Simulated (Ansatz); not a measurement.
Potential energy curve for SMILES [CH3][GaH2] (CH5Ga), singlet. The C1–Ga5 bond (C1 also carries H, H, H; Ga5 carries H, H) is pulled apart rigidly from the PBE0/def2-TZVP optimised geometry. Each curve is given relative to its own lowest point near equilibrium.

| R / Å | A | B | C | D |
|---|---|---|---|---|
| 1.46 | 105.7 | 115.1 | 115.1 | 103.2 |
| 1.56 | 57.4 | 63.5 | 63.5 | 56.0 |
| 1.68 | 23.8 | 27.0 | 27.0 | 23.1 |
| 1.76 | 11.2 | 13.1 | 13.1 | 10.8 |
| 1.83 | 4.7 | 5.8 | 5.8 | 4.5 |
| 1.93 | 0.4 | 0.7 | 0.7 | 0.4 |
| 1.97 | 0.0 | 0.1 | 0.1 | 0.0 |
| 2.01 | 0.1 | 0.0 | 0.0 | 0.1 |
| 2.11 | 2.3 | 1.9 | 1.9 | 2.3 |
| 2.17 | 4.5 | 4.0 | 4.0 | 4.5 |
| 2.27 | 9.3 | 8.8 | 8.8 | 9.2 |
| 2.45 | 19.8 | 19.3 | 19.3 | 19.4 |
| 2.65 | 32.2 | 32.1 | 32.0 | 31.4 |
| 3.00 | 52.4 | 53.8 | 52.3 | 50.7 |
| 3.23 | 63.7 | 65.6 | 62.9 | 61.5 |
| 3.53 | 72.7 | 76.4 | — | 73.0 |
| 3.92 | 78.4 | 82.5 | — | 84.3 |
| 4.36 | 81.0 | 84.6 | — | 93.1 |
| 4.84 | 82.1 | 85.2 | — | 99.2 |
| 5.28 | 82.4 | 85.4 | — | 102.7 |
| 5.89 | 82.6 | 85.5 | — | 105.6 |
| 6.82 | 82.7 | 85.5 | — | 107.5 |

Energies in kcal/mol.

Problem. Assign the columns to these levels of theory: CCSD(T) on RHF/cc-pVTZ, cores with 3d frozen run with Ansatz (a first-principles code); restricted PBE/cc-pVTZ in Ansatz; CCSD(T) on UHF/cc-pVTZ, cores with 3d frozen in Ansatz; unrestricted B3LYP/cc-pVTZ (Ansatz).

Solution. A is UKS-B3LYP; B is UCCSD(T); C is RCCSD(T); D is RKS-PBE.

Dashes: no converged value, or the column stops at the first point that the program doubted or that broke a chosen test of continuity, which isn't proof of a fault.

The unrestricted determinant behind UKS-B3LYP is spin-contaminated at 3.23 to 6.82 Å (<S²> up to 1.0, against 0.00 for a pure singlet). The unrestricted determinant behind UCCSD(T) is spin-contaminated at 2.65 to 6.82 Å (<S²> up to 1.0, against 0.00 for a pure singlet). The restricted form behind RKS-PBE keeps the bonding electrons paired and can't separate into open-shell fragments. The T1 diagnostic of CCSD on the restricted reference of RCCSD(T) exceeds 0.045 at 5.28 to 5.89 Å.
